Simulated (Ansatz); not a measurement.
A nudged elastic band was laid between two geometries of CH4AlNO (8 atoms, charge 0, multiplicity 1).

These are results of RKS PBE-D4/STO-3G (Ansatz), not measurements.

```yaml
movable_images: 7
climbing_image: yes
spring: 5.0 eV/Å²
optimiser: quadratic models (default)
start_path: through a guess of the saddle point
force_threshold: 0.03 eV/Å
iteration_limit: 60
end_points: relaxed
```

Initial state:

```xyz
8
Properties=species:S:1:pos:R:3
N 0.396 1.379 -0.830
C 0.316 0.360 0.045
O 1.226 0.492 1.130
Al -0.786 -1.229 0.108
H -0.337 1.163 -1.598
H 1.687 1.396 0.874
H -1.770 -1.398 -1.026
H -0.641 -2.219 1.240
```

Final state:

```xyz
8
Properties=species:S:1:pos:R:3
N 0.802 0.998 -0.650
C 0.408 0.226 0.560
O 0.960 0.507 1.670
Al -0.788 -1.267 0.127
H -0.011 1.175 -1.307
H 1.241 1.934 -0.408
H -1.901 -1.033 -0.876
H -0.619 -2.597 0.828
```

What changes between the two ends?

Bonds broken: O3–H6. Bonds formed: N1–H6.

What energy profile does the band end with?

The run converged. The highest image is number 4 of 0 to 8, 0.94 eV above the first end and 1.14 eV above the last; the last end lies 0.20 eV below the first. A vibrational analysis at the climbing image gives one clearly imaginary mode, 1321i cm⁻¹: a first-order saddle point. The orbitals stay closed-shell, which can raise the energy where a bond breaks towards radicals; this wasn't checked here. Limits of this set-up: minimal basis.

| image | path coordinate (Å) | energy (eV) | O3–H6 (Å) | N1–H6 (Å) |
| --- | --- | --- | --- | --- |
| 0 | 0.00 | 0.00 | 1.05 | 2.14 |
| 1 | 0.34 | 0.00 | 1.05 | 2.13 |
| 2 | 0.69 | 0.11 | 1.06 | 1.85 |
| 3 | 1.03 | 0.53 | 1.14 | 1.53 |
| 4 | 1.37 | 0.94 | 1.41 | 1.24 |
| 5 | 1.70 | 0.53 | 1.78 | 1.10 |
| 6 | 2.02 | -0.01 | 2.18 | 1.06 |
| 7 | 2.35 | -0.17 | 2.46 | 1.06 |
| 8 | 2.67 | -0.20 | 2.54 | 1.06 |

What is the geometry of the highest image?


```xyz
8
Properties=species:S:1:pos:R:3
N 0.643 1.178 -0.703
C 0.326 0.228 0.268
O 1.108 0.648 1.281
Al -0.829 -1.316 0.166
H 0.049 1.379 -1.571
H 1.323 1.590 0.256
H -1.964 -1.274 -0.829
H -0.564 -2.490 1.077
```

What are the harmonic wavenumbers there?

1321i, 42, 195, 284, 362, 501, 609, 695, 910, 987, 1193, 1303, 1455, 1560, 2353, 2426, 2480, 3377 cm⁻¹.

Run time: 99 s on 1 thread of Intel(R) Xeon(R) 6975P-C (Granite Rapids), on a shared host, peak memory 0.095 GiB.
